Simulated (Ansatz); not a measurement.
Abridged output of a molecular run in Ansatz:

```
Functional definition: HF
  name "HF"
  cite "Fock, Z. Phys. 61, 126 (1930) doi:10.1007/BF01340294"
  parent pbe
  exchange = exact_x
  correlation = 0
1321 factors; integrals over basis functions are off by at most 8.5e-4 eV
mean field evaluation 1: about -12060.3222 eV, gradient 4.5e1 eV
mean field evaluation 2: about -12060.5041 eV, gradient 4.5e1 eV
mean field evaluation 4: about -12064.2891 eV, gradient 3.0e0 eV
mean field evaluation 8: about -12064.3399 eV, gradient 2.3e-1 eV
mean field -12064.34019430 eV, -443.3563246372 hartree, gradient 2.7e-6 eV, S^2 0.000000; 0 other end points of the search recorded, 0 dependent functions left out
7 core orbitals not correlated: weight in the atoms' cores, before any rotation towards them, 1.000 or more for the frozen orbitals, at most 0.000 for the correlated occupied ones
reference -12064.34019430 eV, -443.3563246372 hartree; 17, 17 occupied and 161, 161 virtual orbitals, 1321 factors
second order -28.37825908 eV of doubles, -0.00000000 eV of singles
cycle   1  -27.33874365 eV  change     1.0e0 eV  update   1.1e-1
cycle   2  -27.96937929 eV  change   -6.3e-1 eV  update   3.0e-2
cycle   3  -28.07648524 eV  change   -1.1e-1 eV  update   1.5e-2
cycle   4  -28.04991408 eV  change    2.7e-2 eV  update   3.7e-3
cycle   5  -28.04941669 eV  change    5.0e-4 eV  update   1.6e-3
cycle   6  -28.05028927 eV  change   -8.7e-4 eV  update   4.1e-4
cycle   7  -28.04983433 eV  change    4.5e-4 eV  update   1.4e-4
cycle   8  -28.04975712 eV  change    7.7e-5 eV  update   4.5e-5
cycle   9  -28.04978653 eV  change   -2.9e-5 eV  update   1.8e-5
perturbative correction -0.89003146 eV, -0.0327080530 hartree
Total energy: -12093.28001230 eV, -444.4198433324 hartree
```

Its atoms:

Cartesian coordinates in Å:
```
O 0.752 -0.560 0.713
B -0.060 0.193 -0.075
O -0.015 1.546 -0.211
Te -1.592 -0.805 -1.254
H 1.412 -0.072 1.213
H 0.659 1.997 0.306
H -1.157 -2.299 -0.691
```

(1) Which basis set was used?
A. def2-TZVPP
B. cc-pV(Q+d)Z
C. def2-QZVPP
D. cc-pV(D+d)Z

(2) Write the keys of the input that set method, charge and spin (a neutral closed shell needs none for the last two).

Answers

(1) A. It gives 185 functions.

(2) 
```yaml
correlation: {method: ccsd_t}
```
